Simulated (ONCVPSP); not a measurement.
# Reading a pseudo-wave (chromium)

Columns: radius, all-electron u(r) and pseudo u(r) of the 3p shell (level -52.46 eV) of chromium in the configuration [Ne] 3s2 3p6 3d5; LDA (Perdew-Zunger), scalar-relativistic, ONCV scheme, ONCVPSP 4.0.1.

```tsv
r (bohr)	all-electron	pseudo
0.070	-0.3292	0.0239
0.140	-0.5596	0.0928
0.210	-0.4857	0.1997
0.280	-0.2264	0.3340
0.350	0.0951	0.4828
0.420	0.4025	0.6328
0.490	0.6586	0.7718
0.560	0.8512	0.8899
0.630	0.9813	0.9805
0.700	1.0568	1.0404
0.770	1.0883	1.0697
0.840	1.0857	1.0710
0.910	1.0584	1.0490
0.980	1.0140	1.0090
1.050	0.9585	0.9564
1.120	0.8966	0.8959
1.190	0.8316	0.8314
1.260	0.7661	0.7660
1.330	0.7018	0.7017
1.400	0.6399	0.6399
1.470	0.5813	0.5812
1.540	0.5262	0.5262
1.610	0.4750	0.4750
1.680	0.4278	0.4278
1.750	0.3844	0.3844
1.820	0.3448	0.3448
```

How many radial nodes do the two functions have?

The all-electron 3p function has n − l − 1 = 1; the pseudo-wave has 0, since the states of the same l below it are removed with the core.

At about which radius was the pseudo-wave matched?

1.30 bohr. The columns agree to 0.0005 from 1.19 bohr on; several derivatives are matched, so the curves merge somewhat inside the radius.

Is the pseudo-wave norm-conserving?

Yes: the ONCV scheme keeps the norm inside the radius equal to the all-electron one, which fixes the energy derivative of the logarithmic derivative at the level.
